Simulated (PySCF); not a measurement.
Ligands exchanged one at a time, B OH-SH. Gas-phase values, no solvent. One relaxed conformer stands for each flexible species; it need not be the lowest. Strings in code marks are SMILES.

All values below come from PBE-D3(BJ)/def2-TZVP in PySCF 2.14.0. Excitations are Tamm–Dancoff values on a coarser integration grid. The basis has no diffuse functions, so Rydberg states are missing or too high.

| species | T1 excitation (TDA) (eV) | S1–T1 gap (TDA) (eV) | HOMO–LUMO gap (eV) | LUMO (eV) |
|---|---|---|---|---|
| 0 of 3 OH replaced by SH (`OB(O)O`) | 6.52 | 0.15 | 6.61 | -0.79 |
| 1 of 3 OH replaced by SH | … | 0.10 | 5.26 | … |
| 2 of 3 OH replaced by SH | 4.99 | … | 5.16 | -1.08 |
| 3 of 3 OH replaced by SH (`SB(S)S`) | 4.44 | 0.33 | 4.70 | … |

Task: Complete the blanks.

Result: 
- 1 of 3 OH replaced by SH, T1 excitation (TDA) (eV): 5.20
- 1 of 3 OH replaced by SH, LUMO (eV): -0.86
- 2 of 3 OH replaced by SH, S1–T1 gap (TDA) (eV): 0.25
- 3 of 3 OH replaced by SH (`SB(S)S`), LUMO (eV): -1.65
